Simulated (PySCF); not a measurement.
## Magnesium: highly charged ions in a basis for the neutral atom

Mg¹⁰⁺ 1s2, Mg¹¹⁺ 1s1. Calculation: PySCF 2.14, in aug-cc-pVDZ (5s4p2d, 27 functions); the non-relativistic Hamiltonian (point nucleus). No spin-orbit coupling, so a gap to NIST mixes the basis error with missing relativistic terms.

Changed run: basis of the neutral atom used for a highly charged ion. This setting is unsound on purpose.

```json
{"species": "Mg¹⁰⁺", "method": "UHF", "sound run (hartree)": "not run", "changed run (hartree)": "-136.60291", "converged": "yes"}
{"species": "Mg¹⁰⁺", "method": "r2SCAN", "sound run (hartree)": "not run", "changed run (hartree)": "-136.65250", "converged": "yes"}
{"species": "Mg¹⁰⁺", "method": "MN15", "sound run (hartree)": "not run", "changed run (hartree)": "-136.61351", "converged": "yes"}
{"species": "Mg¹¹⁺", "method": "UHF", "sound run (hartree)": "not run", "changed run (hartree)": "-71.92981", "converged": "yes"}
{"species": "Mg¹¹⁺", "method": "r2SCAN", "sound run (hartree)": "not run", "changed run (hartree)": "-71.93140", "converged": "yes"}
{"species": "Mg¹¹⁺", "method": "MN15", "sound run (hartree)": "not run", "changed run (hartree)": "-71.91534", "converged": "yes"}
```

Ionisation energy of Mg¹⁰⁺:

| method | changed run (eV) | NIST (eV) |
| --- | --- | --- |
| UHF | 1759.8 | 1761.8 |
| r2SCAN | 1761.2 | 1761.8 |
| MN15 | 1760.5 | 1761.8 |

The contracted functions were made for the neutral atom and can be too rigid for a highly charged ion.
